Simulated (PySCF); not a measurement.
Compound: H₈N₂Si₂.
Atom-mapped SMILES: `[NH2:1][SiH2:2][NH:3][SiH3:4]` (hydrogens: H5, H6 on N1; H7, H8 on Si2; H9 on N3; H10, H11, H12 on Si4)

Computed by this run: PBE0-D3(BJ)/def2-SVP geometry optimisation, gas phase (PySCF); density fitting, grid level 1; the optimiser is geomeTRIC in internal coordinates, started from a GFN2-xTB structure with every atom displaced at random (about 0.01 Å).

Step 0: E = -18849.7640 eV
```
atom  x, y, z in Å  |  force x, y, z in eV/Å
N1     -2.1911   -0.2225   -0.6912   -1.426   0.508  -0.953
Si2    -0.9865   -0.0182    0.4977    0.570   0.105  -0.572
N3      0.4727   -0.1242   -0.4106    1.448   1.158   1.649
Si4     2.1394    0.1249    0.1573   -2.086  -0.248  -0.050
H5     -3.1683   -0.2509   -0.3869    0.314  -0.216  -0.033
H6     -2.1662    0.3888   -1.5191    0.175  -0.281   0.471
H7     -0.9114    1.2660    1.2119   -0.028   0.406   0.433
H8     -1.1839   -1.1159    1.4295   -0.210  -0.501   0.760
H9      0.4105   -0.6689   -1.2213   -0.211  -1.194  -1.566
H10     2.5316   -0.9222    1.1144    0.378  -0.297   0.293
H11     2.1355    1.4182    0.8383    0.266   0.545   0.305
H12     2.9560    0.0969   -1.0285    0.810   0.015  -0.736
```

Step 1: E = -18849.9959 eV
```
atom  x, y, z in Å  |  force x, y, z in eV/Å
N1     -2.2660   -0.1743   -0.7315    0.270   0.278  -0.162
Si2    -1.0035   -0.0495    0.4504   -0.065   0.010   0.180
N3      0.5054   -0.1752   -0.4038    0.086  -0.211  -0.278
Si4     2.1320    0.1375    0.1559   -0.108  -0.058  -0.131
H5     -3.2158   -0.2995   -0.4053   -0.112  -0.110   0.048
H6     -2.2501    0.5293   -1.4693   -0.055  -0.116   0.079
H7     -0.9355    1.2283    1.2386    0.075  -0.013  -0.031
H8     -1.2598   -1.1382    1.4515   -0.042   0.002  -0.073
H9      0.4463   -0.7871   -1.2261    0.042   0.167   0.327
H10     2.6323   -0.8632    1.1537   -0.002  -0.005   0.003
H11     2.2045    1.4794    0.8054   -0.039   0.022  -0.013
H12     3.0486    0.0844   -1.0283   -0.050   0.034   0.053
```

Step 2: E = -18850.0110 eV
```
atom  x, y, z in Å  |  force x, y, z in eV/Å
N1     -2.2496   -0.1516   -0.7326    0.031   0.139   0.031
Si2    -0.9975   -0.0560    0.4607   -0.061   0.020   0.030
N3      0.5036   -0.1962   -0.4023    0.022  -0.097  -0.057
Si4     2.1202    0.1372    0.1499   -0.001   0.042  -0.030
H5     -3.2037   -0.2980   -0.4180    0.024  -0.076  -0.016
H6     -2.2347    0.5528   -1.4651   -0.033  -0.017  -0.004
H7     -0.8956    1.2133    1.2563    0.052  -0.011  -0.007
H8     -1.2791   -1.1528    1.4426   -0.044  -0.008  -0.037
H9      0.4447   -0.8158   -1.2098   -0.001  -0.011   0.082
H10     2.6339   -0.8422    1.1624    0.009  -0.002  -0.003
H11     2.1615    1.4912    0.7784   -0.002   0.006   0.005
H12     3.0348    0.0901   -1.0311    0.005   0.016   0.005
```

Step 3: E = -18850.0282 eV
```
atom  x, y, z in Å  |  force x, y, z in eV/Å
N1     -2.2303   -0.0988   -0.7373   -0.155   0.007   0.170
Si2    -1.0007   -0.0753    0.4789    0.017   0.050  -0.143
N3      0.5029   -0.2469   -0.3760   -0.024   0.025   0.210
Si4     2.1143    0.1445    0.1369    0.031   0.155   0.082
H5     -3.1885   -0.2959   -0.4600    0.106  -0.030  -0.046
H6     -2.2139    0.6167   -1.4548    0.001   0.062  -0.059
H7     -0.8360    1.1675    1.3013    0.003   0.001   0.022
H8     -1.3531   -1.1878    1.4150   -0.029  -0.021   0.009
H9      0.4433   -0.8922   -1.1530   -0.023  -0.216  -0.202
H10     2.6764   -0.7814    1.1744    0.010  -0.004  -0.018
H11     2.1101    1.5218    0.7176    0.029  -0.018   0.018
H12     3.0141    0.0997   -1.0517    0.036  -0.010  -0.043
```

Question: Estimate the geometry and energy of step 4. (The exact step hangs on the optimiser's Hessian estimate; all steps are aligned on step 3, rigid shifts and turns removed.)

Answer: E = -18850.0411 eV, largest force 0.309 eV/Å
```
atom  x, y, z in Å  |  force x, y, z in eV/Å
N1     -2.2183   -0.0348   -0.7335   -0.218  -0.039   0.163
Si2    -0.9968   -0.0990    0.4848    0.036   0.030  -0.233
N3      0.5077   -0.3173   -0.3597   -0.066   0.050   0.297
Si4     2.1032    0.1580    0.1276    0.062   0.157   0.064
H5     -3.1736   -0.2860   -0.4941    0.105   0.009  -0.033
H6     -2.2047    0.6983   -1.4316    0.022   0.069  -0.059
H7     -0.7630    1.1094    1.3392   -0.028   0.011   0.025
H8     -1.4254   -1.2202    1.3762    0.005  -0.025   0.037
H9      0.4551   -1.0008   -1.1031    0.001  -0.210  -0.217
H10     2.7130   -0.7029    1.1936    0.009  -0.006  -0.016
H11     2.0421    1.5554    0.6558    0.027  -0.028   0.019
H12     2.9991    0.1119   -1.0639    0.044  -0.017  -0.047
```

The energy changes by -0.0129 eV. The first-order estimate −F·Δx gives -0.0187 eV and the mean of the old and new forces, exact on a quadratic surface, -0.0130 eV. The step makes an angle of 82° with the force vector and moves no atom by more than 0.120 Å.

The cost below is that of the whole optimisation. The run took 34 s on one thread of an Arm Neoverse V1, on a shared host, and the process peaked at 0.42 GiB of memory.
